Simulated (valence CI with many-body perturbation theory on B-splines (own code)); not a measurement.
**W XLIV: electric-dipole lines**

Calculated by relativistic CI+MBPT: three valence electrons over a frozen Dirac-Fock core [Ar] 3d10, radial functions for each j: 11 s, 11 p, 9 d, 7 f, 5 g, 2 h, 1 i, with the one-electron correlation potential Σ1 (screened to all orders), the two-electron term Σ2, the three-electron term Σ3, Breit, model QED; selected single and double excitations, second order for the rest (own B-spline code, finite nucleus).

The last digits are not significant, and no measured levels were compared; by estimate large intervals hold to a few tenths of a per cent, small ones and those within an open d or f shell to about a per cent.

Lines 51 to 100 of 272 in falling wavelength, among levels below 4729.5 × 10³ cm⁻¹, chosen from the strongest by gf and those to the six lowest levels. Wavelengths and rates use the calculated energies. Electric multipoles are in the length gauge, E1 and E2 with the static RPA response of the core. Weak lines are less certain than strong ones. Lines between different terms over intervals too small for the method are left out, as are lines whose strength nearly cancels. The highest levels of a list are the least certain.

Levels are named by their leading jj configuration (3d3/2^4 stands for four electrons in 3d with j = 3/2), which in mixed levels can hold well under half, so a name can repeat and another be missing. Letters in brackets count levels of one name in rising energy.

```tsv
λ vac (nm)	Upper	Lower	A (s⁻¹)	log gf	Branch %
11.38	(4p1/2^2 4p3/2) J=3/2	(4s 4p1/2 4p3/2) J=5/2	6.34e+10	-0.31	18.6
11.32	(4p1/2 4p3/2 4d5/2) J=7/2 [a]	(4s 4p3/2 4d5/2) J=9/2	4.15e+10	-0.20	6.4
11.08	(4p1/2 4p3/2 4d5/2) J=5/2 [b]	(4s 4p3/2 4d5/2) J=7/2 [a]	1.93e+10	-0.67	1.6
11.07	(4p1/2 4p3/2 4d5/2) J=9/2	(4s 4p3/2 4d5/2) J=9/2	2.87e+10	-0.28	7.7
11.00	(4p1/2 4p3/2 4d3/2) J=3/2 [b]	(4s 4p3/2 4d3/2) J=5/2 [b]	1.96e+10	-0.85	1.3
10.89	(4p1/2^2 4d3/2) J=3/2	(4s 4p1/2 4d3/2) J=3/2 [a]	1.74e+10	-0.91	12.2
10.62	(4p1/2 4p3/2 4d3/2) J=5/2	(4s 4p3/2 4d3/2) J=7/2	2.70e+10	-0.56	2.0
10.57	(4p1/2^2 4p3/2) J=3/2	(4s 4p1/2 4p3/2) J=3/2 [a]	1.67e+10	-0.95	4.9
9.317	(4s 4p1/2 4d3/2) J=3/2 [a]	(4s 4p1/2 4p3/2) J=3/2 [b]	1.56e+10	-1.09	28.2
8.854	(4s 4p1/2 4d3/2) J=5/2	(4s 4p1/2 4p3/2) J=3/2 [b]	7.57e+08	-2.27	2.2
8.554	(4s 4p1/2 4d3/2) J=3/2 [a]	(4s 4p1/2 4p3/2) J=5/2	5.99e+09	-1.58	10.8
8.277	(4p1/2^2 4d3/2) J=3/2	(4p1/2^2 4p3/2) J=3/2	4.00e+10	-0.78	28.0
8.162	(4s 4p1/2 4d3/2) J=5/2	(4s 4p1/2 4p3/2) J=5/2	2.08e+10	-0.91	61.1
8.095	(4s 4p1/2 4d3/2) J=1/2	(4s 4p1/2 4p3/2) J=3/2 [b]	2.99e+09	-2.23	0.2
8.087	(4s 4p1/2 4d3/2) J=3/2 [a]	(4s 4p1/2 4p3/2) J=3/2 [a]	5.45e+09	-1.67	9.9
8.041	(4s 4p1/2 4d3/2) J=3/2 [b]	(4s 4p1/2 4p3/2) J=3/2 [b]	1.25e+10	-1.31	1.0
7.736	(4s 4p1/2 4d3/2) J=5/2	(4s 4p1/2 4p3/2) J=3/2 [a]	1.96e+09	-1.98	5.8
7.716	(4s^2 4d3/2) J=3/2	(4s^2 4p3/2) J=3/2	3.53e+09	-1.90	0.3
7.665	(4s 4p1/2 4d5/2) J=5/2 [a]	(4s 4p1/2 4p3/2) J=3/2 [b]	2.58e+09	-1.87	0.8
7.466	(4s 4p1/2 4d3/2) J=3/2 [b]	(4s 4p1/2 4p3/2) J=5/2	1.40e+09	-2.33	0.1
7.397	(4p1/2 4p3/2 4d5/2) J=3/2 [a]	(4p1/2 4p3/2^2) J=3/2	4.73e+10	-0.81	6.8
7.319	(4s 4p1/2 4d5/2) J=3/2	(4s 4p1/2 4p3/2) J=1/2	6.40e+10	-0.69	16.3
7.318	(4s 4p1/2 4f7/2) J=7/2 [b]	(4s 4p1/2 4d5/2) J=5/2 [b]	5.04e+10	-0.49	14.9
7.305	(4p1/2 4p3/2 4d5/2) J=5/2 [a]	(4p1/2 4p3/2^2) J=5/2	7.52e+10	-0.44	12.0
7.224	(4s 4p1/2 4f7/2) J=5/2	(4s 4p1/2 4d5/2) J=5/2 [b]	3.37e+10	-0.80	8.4
7.223	(4s 4p1/2 4f7/2) J=5/2	(4s 4p1/2 4d5/2) J=3/2	1.38e+11	-0.19	34.4
7.211	(4s 4p1/2 4d5/2) J=3/2	(4s 4p1/2 4p3/2) J=3/2 [b]	2.74e+10	-1.07	7.0
7.210	(4s 4p1/2 4d5/2) J=5/2 [b]	(4s 4p1/2 4p3/2) J=3/2 [b]	9.32e+10	-0.36	34.7
7.192	(4s 4p3/2 4d5/2) J=5/2 [a]	(4s 4p3/2^2) J=5/2	7.30e+10	-0.47	17.2
7.166	(4s 4p1/2 4f7/2) J=7/2 [a]	(4s 4p1/2 4d5/2) J=5/2 [a]	1.04e+11	-0.19	66.7
7.150	(4s 4p1/2 4d3/2) J=1/2	(4s 4p1/2 4p3/2) J=3/2 [a]	8.96e+09	-1.86	0.7
7.141	(4s 4p1/2 4d5/2) J=5/2 [a]	(4s 4p1/2 4p3/2) J=5/2	4.98e+09	-1.64	1.5
7.108	(4s 4p1/2 4d3/2) J=3/2 [b]	(4s 4p1/2 4p3/2) J=3/2 [a]	1.86e+10	-1.25	1.4
7.108	(4s 4p1/2 4f7/2) J=7/2 [b]	(4s 4p1/2 4d5/2) J=7/2	2.18e+10	-0.88	6.5
7.105	(4s 4p1/2 4f7/2) J=9/2	(4s 4p1/2 4d5/2) J=7/2	1.02e+11	-0.11	82.9
7.066	(4s^2 4d5/2) J=5/2	(4s^2 4p3/2) J=3/2	8.98e+10	-0.39	100.0
7.038	(4p1/2^2 4d5/2) J=5/2	(4p1/2^2 4p3/2) J=3/2	2.03e+11	-0.04	65.0
6.984	(4p1/2 4p3/2 4d5/2) J=3/2 [b]	(4p1/2 4p3/2^2) J=1/2	2.50e+11	-0.14	35.5
6.969	(4p1/2 4p3/2 4d3/2) J=7/2	(4s 4p1/2 4d5/2) J=5/2 [b]	6.33e+10	-0.43	11.3
6.965	(4s^2 4f7/2) J=7/2	(4s^2 4d5/2) J=5/2	1.58e+11	-0.04	46.8
6.954	(4p1/2 4p3/2 4d5/2) J=1/2	(4p1/2 4p3/2^2) J=1/2	4.11e+11	-0.23	56.3
6.934	(4s 4p1/2 4d5/2) J=7/2	(4s 4p1/2 4p3/2) J=5/2	2.25e+11	0.11	93.5
6.913	(4s 4p3/2 4d5/2) J=1/2	(4s 4p3/2^2) J=1/2	4.36e+11	-0.20	72.9
6.910	(4s 4p3/2 4d5/2) J=3/2 [b]	(4s 4p3/2^2) J=3/2	5.39e+10	-0.81	5.4
6.910	(4s 4p3/2 4d5/2) J=7/2 [a]	(4s 4p3/2^2) J=5/2	6.03e+10	-0.46	12.2
6.830	(4p1/2 4p3/2 4d5/2) J=7/2 [b]	(4p1/2 4p3/2^2) J=5/2	5.49e+11	0.49	68.9
6.819	(4s 4p1/2 4p3/2) J=3/2 [a]	(4s^2 4p1/2) J=1/2	2.82e+09	-2.10	55.5
6.813	(4s 4p1/2 4d5/2) J=5/2 [a]	(4s 4p1/2 4p3/2) J=3/2 [a]	3.16e+11	0.12	97.3
6.787	(4p1/2 4p3/2 4d5/2) J=1/2	(4p1/2 4p3/2^2) J=3/2	1.07e+11	-0.83	14.7
6.785	(4p1/2 4p3/2 4d5/2) J=3/2 [b]	(4p1/2 4p3/2^2) J=5/2	1.06e+11	-0.54	14.9
```
